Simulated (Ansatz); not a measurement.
Reactions of C2H7NO2, SMILES `CNC(O)O`.

Program: Ansatz. Geometries: PBE0-D4/def2-TZVP. ΔE: electronic, gas phase. CCSD(T)/CBS adds triple-zeta CCSD(T) − MP2 to the extrapolated MP2 energy (def2 sets, frozen cores). This one scheme is used for every species. Functionals use def2-TZVPP. def2 core potentials past Kr. For I, In, Se outer-core shells are correlated without core-valence functions, which leaves a few kJ/mol of doubt a bond. Scalar relativity is left out up to krypton. One conformer a species, not always the lowest.

```csv
reaction,CCSD(T)/CBS(def2) (kcal/mol)
`CNC(O)O` + `[OH][Al]([F])[Cl]` → `C[O][Al]([F])[Cl]` + `NC(O)O`,5.9
`CNC(O)O` + H₂Se → `OC(O)[SeH]` + CH₃NH₂,7.9
`CNC(O)O` + HI → `OC(O)I` + CH₃NH₂,?
`CNC(O)O` + `[F][In]([F])[SH]` → `C[S][In]([F])[F]` + `NC(O)O`,-4.9
`CNC(O)O` + H–F → `CNC(O)F` + H₂O,-1.2
```

Q: Fill in the missing values. (Estimate.)

A: Computed: `CNC(O)O` + HI → `OC(O)I` + CH₃NH₂: +5.2 kcal/mol.

Largest T1 diagnostic: 0.016, for `[F][In]([F])[SH]`.
